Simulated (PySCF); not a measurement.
Two species compared at the same levels of theory.

First species: C6H5BrO3.
SMILES with atom numbers: `[CH3:1][O:2][c:3]1[cH:4][cH:5][o:6][c:7]1[C:8](=[O:9])[Br:10]` (hydrogens: H11, H12, H13 on C1; H14 on C4; H15 on C5)

Second species: C6H12OSi.
SMILES: `O=C[C@@H]1CCC[SiH2]C1`

Levels: B3LYP/def2-SVPD for HOMO energy, LUMO energy, HOMO–LUMO gap and static isotropic polarisability; TDDFT B3LYP/def2-SVPD for lowest singlet excitation; TDA B3LYP/def2-SVPD for lowest triplet excitation (Tamm–Dancoff); ΔSCF B3LYP/def2-SVPD for vertical ionisation energy. Geometries: PBE0-D3(BJ)/def2-SVP. Each species is one conformer at its optimised geometry, gas phase, non-relativistic unless stated; the electronic structure was computed with PySCF and density fitting.

The conformers computed, where there is a choice (atom-mapped SMILES and torsion angles):
- `[CH3:1][O:2][c:3]1[cH:4][cH:5][o:6][c:7]1[C:8](=[O:9])[Br:10]`: C1–O2–C3–C4 0°, O6–C7–C8–O9 -179°

The conformers of `O=C[C@@H]1CCC[SiH2]C1` aren't listed.

| property | column X | column Y |
| --- | --- | --- |
| HOMO energy | -7.05 eV | -6.95 eV |
| LUMO energy | -1.06 eV | -2.10 eV |
| HOMO–LUMO gap | 5.99 eV | 4.85 eV |
| lowest singlet excitation | 4.21 eV | 4.29 eV |
| lowest triplet excitation (Tamm–Dancoff) | 3.63 eV | 3.07 eV |
| static isotropic polarisability | 99.6 au | 111.2 au |
| vertical ionisation energy | 9.16 eV | 8.86 eV |

(1) Which column belongs to which species?

(2) How does each property change from the first species to the second?

Answers

(1) Column X is the second species and column Y the first. The first has 15 atoms and 100 electrons, the second 20 and 70.

(2) HOMO energy -0.10 eV; LUMO energy +1.04 eV; HOMO–LUMO gap +1.14 eV; lowest singlet excitation -0.08 eV; lowest triplet excitation (Tamm–Dancoff) +0.56 eV; static isotropic polarisability -11.6 au; vertical ionisation energy +0.30 eV.

On the first: The polarisability is 16.48 Å³ as a volume (1 au = 0.148185 Å³), or 1.11 au for each of the 100 electrons. The ΔSCF ionisation energy exceeds −ε(HOMO) by 1.91 eV with B3LYP. The calculation is non-relativistic and has no spin–orbit coupling, an omission that weighs most on bromine.

On the second: The vertical singlet–triplet gap S1 − T1 is 0.58 eV (TDDFT singlet less Tamm–Dancoff triplet; S1: HOMO→LUMO, weight 0.96; T1: HOMO→LUMO, weight 0.95). The principal polarisabilities are 87.5, 96.3 and 115.0 au; their mean is the isotropic value.
